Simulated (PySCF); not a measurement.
## Bonding in `O=C[C@H]1C[SiH2]N([SiH3])[SiH2]O1`

Species: C₃H₁₁NO₂Si₃.
SMILES with atom numbers: `[O:1]=[CH:2][C@H:3]1[CH2:4][SiH2:5][N:6]([SiH3:7])[SiH2:8][O:9]1` (hydrogens: H10 on C2; H11 on C3; H12, H13 on C4; H14, H15 on Si5; H16, H17, H18 on Si7; H19, H20 on Si8)

Geometry (GFN2-xTB, Å), atoms numbered from 1 in this order:
```
atom  x, y, z in Å
O1     4.157   -0.033   -0.383
C2     3.122    0.482   -0.702
C3     1.752   -0.106   -0.472
C4     1.372    0.210    0.978
Si5   -0.342   -0.499    1.398
N6    -1.419   -0.110    0.094
Si7   -3.149   -0.266    0.259
Si8   -0.731    0.170   -1.486
O9     0.854    0.475   -1.369
H10    3.081    1.488   -1.161
H11    1.790   -1.194   -0.613
H12    2.134   -0.203    1.637
H13    1.381    1.293    1.100
H14   -0.835    0.132    2.623
H15   -0.217   -1.958    1.541
H16   -3.746    0.679   -0.682
H17   -3.563   -1.636   -0.059
H18   -3.466    0.050    1.650
H19   -0.966   -1.028   -2.297
H20   -1.213    1.415   -2.060
```

Bond orders from the PBE0/pcSseg-1 density (PySCF). The structure is a single GFN2-xTB conformer in the gas phase; no vibrational or solvent corrections.

**Question.** How far do the computed orders between heavy atoms stray from the drawn ones?

**Answer.** The largest departure is 0.158, at O9–C3 (drawn single, 0.842). Drawn single, order below 0.88: N6–Si8 (0.877) and O9–C3 (0.842).

**Question.** Give the Mayer order of every bond between heavy atoms, beside its length.

**Answer.** 
| bond | drawn as | length (Å) | Mayer order |
| --- | --- | --- | --- |
| O1–C2 | double | 1.199 | 2.045 |
| C2–C3 | single | 1.508 | 0.939 |
| C3–C4 | single | 1.532 | 1.008 |
| C4–Si5 | single | 1.901 | 0.883 |
| Si5–N6 | single | 1.735 | 0.903 |
| N6–Si7 | single | 1.745 | 0.885 |
| N6–Si8 | single | 1.746 | 0.877 |
| Si8–O9 | single | 1.618 | 0.977 |
| O9–C3 | single | 1.396 | 0.842 |

By pair of heavy elements: C–O: lowest O9–C3 (0.842, 1.396 Å), highest O1–C2 (2.045, 1.199 Å). C–C: lowest C2–C3 (0.939, 1.508 Å), highest C3–C4 (1.008, 1.532 Å); in 1 of the 1 pairs the longer bond (by over 0.003 Å) has the higher order (by 0.02 or more). N–Si: lowest N6–Si8 (0.877, 1.746 Å), highest Si5–N6 (0.903, 1.735 Å).

**Question.** And the bonds to hydrogen?

**Answer.** C–H: 0.92 to 0.93 (4 bonds); H–Si: 0.91 to 0.94 (7 bonds).

**Question.** Sum the orders of all bonds at each heavy atom with more than one neighbour and set the sums beside the valence in the SMILES.

**Answer.** C2 3.918 (drawn 4), C3 3.706 (drawn 4), C4 3.758 (drawn 4), Si5 3.668 (drawn 4), N6 2.665 (drawn 3), Si7 3.698 (drawn 4), Si8 3.696 (drawn 4), O9 1.819 (drawn 2). Orders between atoms that aren't bonded are not in these sums.

For a closed shell the Mayer order of atoms A and B is Σ (PS)μν (PS)νμ over the basis functions μ on A and ν on B, with P the density and S the overlap matrix.

These values come from a run that also computed NMR shieldings. Hardware: one thread, Arm Neoverse N1 (aarch64), no GPU, shared host with 64 logical CPUs at a one-minute load of 40. Cost: 82 s of wall time, 0.97 GiB resident at most.
